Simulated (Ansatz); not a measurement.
Molecule: tribromo(ethenyl)germane, C₂H₃Br₃Ge, charge 0, multiplicity 1. 
Structure (B3LYP-D3(BJ)/def2-TZVP (Ansatz, a quantum-chemistry and plane-wave program) minimum search):
```
C
C 1 1.3252
H 2 1.0834 1 122.20
H 2 1.0845 3 116.66 1 -180.00
H 1 1.0846 2 121.87 3 180.00
Ge 1 1.9329 5 115.30 2 180.00
Br 6 2.3145 1 110.92 5 -180.00
Br 6 2.3157 1 110.48 5 -59.41
Br 6 2.3157 1 110.48 5 59.41
```
Charge 0, spin multiplicity 1.

Total electronic energies in hartree. Valence correlation only, unless marked. No spin-orbit coupling. Frozen are the shells of the preceding noble gas and the d and f shells that filled before the atom's block. No relativistic terms. Basis-set limits of correlation are two-point, X^-3; Hartree-Fock from the larger set. The bracket is a focal-point correction in the basis named.

| level | program | energy (Eh) |
|---|---|---|
| HF/aug-cc-pVDZ | Ansatz | -9870.11676 |
| HSE06-D3(BJ)/def2-TZVPD | Ansatz + dftd3 | -9876.41086 |
| CAM-B3LYP-D3(BJ)/def2-TZVPD | Ansatz + dftd3 | -9878.09857 |
| MP2/6-31G | Ansatz | -9869.07277 |
| SCS-MP2/6-31G* | Ansatz | -9869.65940 |
| SCS-MP2/aug-cc-pVTZ | Ansatz | -9871.34808 |
| SCS-MP2/cc-pVTZ | Ansatz | -9871.32478 |
| RI-MP2/CBS(cc-pVTZ,cc-pVQZ)+[CCSD(T)-MP2]/cc-pVTZ | Ansatz | -9871.6008 |
| CCSD(T)/CBS(aug-cc-pVTZ,aug-cc-pVQZ) | Ansatz | -9871.6002 |

Totals of different functionals don't rank their quality; only differences between species are comparable.
